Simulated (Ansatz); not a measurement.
Reaction (homolysis of the In–O bond): `C[O][In]([OH])[OH]` → `C[O][In][OH]`• + `[OH]`•

Isolated molecules relaxed with PBE0-D4/def2-TZVP in Ansatz; ΔE leaves out vibrations. CBS: MP2 limit from def2 TZ/QZ plus the TZ coupled-cluster correction, frozen cores. This one scheme is used for every species. DFT in def2-TZVPP. B3LYP here is the variant with VWN-RPA as its local correlation; programs differ in this. Open shells (•) are unrestricted, without spin–orbit coupling. Elements past krypton have def2 core potentials. For In outer-core shells are correlated without core-valence functions, which leaves a few kJ/mol of doubt a bond. Each species was taken in one conformer, which may not be the lowest.

CCSD(T)/CBS gives +90.0 kcal/mol.

(1) Another level gave +90.2 kcal/mol. Which?
A. r2SCAN-D4/def2-TZVPP
B. B3LYP-D4/def2-TZVPP
C. ωB97M-V/def2-TZVPP
D. SCS-MP2/def2-TZVPP

Largest T1 diagnostic among the species: 0.022.

## Answers

(1) D. SCS-MP2/def2-TZVPP 90.2, r2SCAN-D4 80.0, B3LYP-D4 78.7, ωB97M-V 85.8 kcal/mol.

The D4 term adds +1.1 kcal/mol with B3LYP and +0.7 kcal/mol with PBE0; it sums over pairs of atoms, weighted by their polarisabilities, and B3LYP, whose exchange is more repulsive, gets the larger term. In def2-TZVPP, CCSD(T) changes the Hartree–Fock value by +33.1 kcal/mol (the triples alone add +2.7 kcal/mol) and MP2 by +40.8 kcal/mol; breaking electron pairs costs correlation energy, which Hartree–Fock lacks.
